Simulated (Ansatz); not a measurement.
Stepwise reaction of `N[SiH2][SiH2]N` with water, as a gas-phase model of exchange steps in deposition or etching. ΔE in kJ/mol.

Calculated with Ansatz (gas phase, PBE0-D4/def2-TZVP geometries, no zero-point term in ΔE). CCSD(T)/CBS adds triple-zeta CCSD(T) − MP2 to the extrapolated MP2 energy (def2 sets, frozen cores). This one scheme is used for every species. DFT in def2-TZVPP. B3LYP here is the variant with VWN-RPA as its local correlation; programs differ in this. One conformer a species, not always the lowest.

| step | reaction | PBE-D4 | B3LYP-D4 | ωB97M-V | CCSD(T)/CBS |
| --- | --- | --- | --- | --- | --- |
| 1 | `N[SiH2][SiH2]N` + H₂O → `N[SiH2][SiH](N)O` + H₂ | -79.5 | -84.4 | -84.3 | -81.4 |
| 2 | `N[SiH2][SiH](N)O` + H₂O → `N[Si@H](O)[Si@H](N)O` + H₂ | -83.0 | -88.9 | -88.6 | -85.3 |

(1) Give the row of step 3, `N[Si@H](O)[Si@H](N)O` + H₂O → `N[SiH](O)[Si](N)(O)O` + H₂. (Estimate.)

(2) By hand: ΔE of the 3 steps together at CCSD(T)/CBS.

## Answers

(1) Ansatz gave: 
| step | reaction | PBE-D4 | B3LYP-D4 | ωB97M-V | CCSD(T)/CBS |
| --- | --- | --- | --- | --- | --- |
| 3 | `N[Si@H](O)[Si@H](N)O` + H₂O → `N[SiH](O)[Si](N)(O)O` + H₂ | -99.2 | -106.8 | -107.1 | -103.8 |

(2) (-81.4) + (-85.3) + (-103.8) = -270.5 kJ/mol, or -90.2 kJ/mol a step.

In ΔE each step is lower than the one before. All are downhill at CCSD(T)/CBS. PBE-D4 differs from CCSD(T)/CBS by 1.9 to 4.6 kJ/mol a step. Isolated molecules leave out the surface, adducts and barriers. Largest T1 diagnostic: 0.012.
